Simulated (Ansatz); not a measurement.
Molecule: CuCl (charge 0, singlet). SMILES: [Cl][Cu]
Geometry: optimised at B3LYP-D3(BJ)/def2-TZVP (Ansatz, an electronic-structure program).

Computed values are from Ansatz. Cores are frozen in the correlated levels unless marked. UHF or UKS for open shells. Spin-orbit coupling is left out. The frozen core is the preceding noble-gas configuration, with the filled d and f shells of earlier blocks. Non-relativistic. CBS marks a two-point X^-3 extrapolation of the correlation energy; Hartree-Fock from the larger set.

The T1 diagnostic of CCSD in the largest basis is 0.027, which is high, so the coupled-cluster rows are less sure than usual.

Question: What is the atomisation energy De at CCSD(T)/CBS(def2-TZVPPD,def2-QZVPPD)?

Answer: 366.7 kJ/mol.

Question: What is the total energy at CCSD(T)/CBS(def2-TZVPPD,def2-QZVPPD)?

Answer: -2099.2995 Eh.

Question: What is the dipole moment at CCSD(T)/def2-SVPD?

Answer: 6.18 D.

Question: What is the vertical ionisation energy (to the doublet) at CCSD(T)/CBS(def2-TZVPPD,def2-QZVPPD)?

Answer: 10.27 eV.
